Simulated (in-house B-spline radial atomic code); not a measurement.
RPA and G0W0 for Al⁹⁺, [He] 2s2, as one setting changes: the share of exact exchange in the PBE hybrid start. A dash marks a level of low quasi-particle weight. Computed with a B-spline radial code for spherical atoms: all electrons, non-relativistic, point nucleus, each spin shell either full or empty, empty states to l = 9 with an (l + 1/2)⁻⁴ tail; G0W0 by contour deformation at full frequency.

```
share of exact exchange in the PBE hybrid start  mean-field level (eV)  G0W0 level (eV)  RPA correlation (Eh)
                                              0                -377.60       2s -398.03              -0.37244
                                            0.1                -379.33       2s -397.92              -0.35069
                                            0.2                -381.07       2s -397.81              -0.33261
                                            0.3                      ?                ?                     ?
                                            0.4                -384.53       2s -397.59              -0.30411
                                            0.5                -386.27       2s -397.48              -0.29262
                                            0.6                -388.00       2s -397.38              -0.28249
                                            0.7                -389.73       2s -397.28              -0.27349
                                            0.8                      ?                ?                     ?
                                            0.9                -393.19       2s -397.10              -0.25812
                                              1                -394.92       2s -397.02               -0.2515
```

(1) What belongs in the row for 0.3?

(2) What belongs in the row for 0.8?

Answers

(1) mean-field level (eV): -382.80; G0W0 level (eV): 2s -397.70; RPA correlation (Eh): -0.31729.

(2) mean-field level (eV): -391.46; G0W0 level (eV): 2s -397.19; RPA correlation (Eh): -0.26541.
